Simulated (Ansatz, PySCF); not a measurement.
Si(Cl)(Br)2(OH) (Br2ClHOSi), SMILES O[Si](Cl)(Br)Br. Atoms are numbered in the order given.

```xyz
6

O     -1.6226    -0.7187    -1.1123
Si    -0.4467    -0.3381    -0.0375
Cl    -0.6804    -1.3855     1.7078
Br     1.4570    -0.8710    -0.9762
Br    -0.4902     1.8130     0.4532
H     -2.5291    -0.4883    -0.8799
```

Geometry: PBE0-D3(BJ)/def2-SVP. This is a generated structure with no PubChem entry under its InChIKey; it may be hypothetical. The values are those of a single conformer.

Two levels are set side by side: PBE-D3(BJ)/def2-SVP (Ansatz, a first-principles code) and PBE0-D3(BJ)/def2-SVP (Ansatz). Each level has its own optimised geometry; the coordinates shown are those of the second. Frequencies come from the Hessian of PySCF at each geometry. Differences are taken from unrounded values.

```
quantity                            PBE0-D3(BJ)  PBE-D3(BJ)  PBE-D3(BJ) minus PBE0-D3(BJ)
----------------------------------  -----------  ----------  ----------------------------
mean bond length (Å)                      1.809       1.826                         0.017
bond O1–Si2 (Å)                           1.638       1.657                         0.019
bond Si2–Cl3 (Å)                          2.049       2.066                         0.017
bond Si2–Br4 (Å)                          2.188       2.207                         0.018
bond Si2–Br5 (Å)                          2.207       2.227                         0.020
bond O1–H6 (Å)                            0.964       0.975                         0.012
highest harmonic wavenumber (cm⁻¹)         3911        3741                          -170
mean harmonic wavenumber (cm⁻¹)             685         658                           -27
zero-point energy (kcal/mol)              11.75       11.29                         -0.46
```

Exact exchange shortens and stiffens bonds; PBE has none. Differences between two approximate levels are no errors against the true value.
